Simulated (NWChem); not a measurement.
System: SiH$_{2}$OBrF; SMILES O[SiH](F)Br

```xyz
6

Si    -0.0109     0.9486     0.3846
O     -1.3567     1.6709    -0.2504
F      1.3469     1.5595    -0.2796
Br     0.0135    -1.2384    -0.0439
H     -0.0050     1.2134     1.8443
H     -1.5821     1.4459    -1.1708
```
Atoms are numbered in this order, from 1.

All runs: NWChem. The geometry was optimised at PBE-D3(BJ)/def2-SVP.

### Question
What does the run give for PBE0/STO-3G? Quantities: highest occupied level (eV); orbital gap (eV); dipole (D).

### Answer
```yaml
highest occupied level (eV): -5.14
orbital gap (eV): 9.68
dipole (D): 1.43
```
